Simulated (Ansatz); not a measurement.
A nudged elastic band was laid between two geometries of Cl3GeH + H3Si (9 atoms, charge 0, multiplicity 2).

Computed with UKS PBE/def2-SVP (Ansatz).

* movable images: 7
* climbing image: yes
* spring: 5.0 eV/Å²
* optimiser: quadratic models (default)
* start path: through a guess of the saddle point
* force threshold: 0.05 eV/Å
* iteration limit: 60
* end points: relaxed

First end point:

```xyz
9
Properties=species:S:1:pos:R:3
Ge 0.001 0.001 -0.281
Cl 0.015 0.025 1.891
Cl 2.043 0.026 -0.987
Cl -0.998 1.782 -0.987
H -0.725 -1.257 -0.803
Si -0.006 -0.010 5.338
H -0.779 -1.214 5.802
H 1.429 -0.075 5.783
H -0.662 1.268 5.782
```

Last end point:

```xyz
9
Properties=species:S:1:pos:R:3
Ge 0.007 0.011 -0.427
Cl -0.015 -0.026 3.131
Cl 2.060 0.013 -1.199
Cl -1.018 1.789 -1.199
H -0.711 -1.232 -1.091
Si -0.003 -0.005 5.222
H -0.768 -1.197 5.715
H 1.419 -0.069 5.693
H -0.653 1.262 5.692
```

Task: Which bonds break or form, and what moves?

Result: Bonds broken: Ge1–Cl2. Bonds formed: Cl2–Si6. Cl3GeH + H3Si becomes Cl2GeH + ClH3Si.

Task: Give the energies along the band, and the barrier.

Result: The run converged. The highest image is number 3 of 0 to 8, 1.3 kcal/mol above the first end and 14.9 kcal/mol above the last; the last end lies 13.6 kcal/mol below the first. A vibrational analysis at the climbing image gives one clearly imaginary mode, 160i cm⁻¹: a first-order saddle point.

```
image  path coordinate (Å)  energy (kcal/mol)  Ge1–Cl2 (Å)  Cl2–Si6 (Å)
    0                 0.00                0.0         2.17         3.45
    1                 0.33                0.1         2.18         3.23
    2                 0.66                0.6         2.20         3.01
    3                 0.99                1.3         2.29         2.70
    4                 1.39               -7.5         2.70         2.22
    5                 1.80              -12.5         3.05         2.10
    6                 2.21              -13.5         3.29         2.09
    7                 2.61              -13.7         3.53         2.09
    8                 3.02              -13.6         3.56         2.09
```

Task: What is the geometry of the highest image?

Result: 
```xyz
9
Properties=species:S:1:pos:R:3
Ge 0.009 0.015 0.003
Cl 0.039 0.068 2.292
Cl 2.043 0.001 -0.767
Cl -1.020 1.769 -0.768
H -0.727 -1.260 -0.501
Si -0.006 -0.011 4.993
H -0.783 -1.221 5.427
H 1.429 -0.080 5.429
H -0.666 1.266 5.429
```

Task: What are the harmonic wavenumbers there?

Result: 160i, 23, 30, 35, 113, 116, 145, 223, 241, 250, 394, 419, 622, 653, 694, 891, 891, 2035, 2149, 2195, 2198 cm⁻¹.

The band took 9 iterations and roughly 8 core-minutes.

Time of the run: 2.1 min on 4 threads of Arm Neoverse V2, with other jobs on the host, peak memory 0.22 GiB.
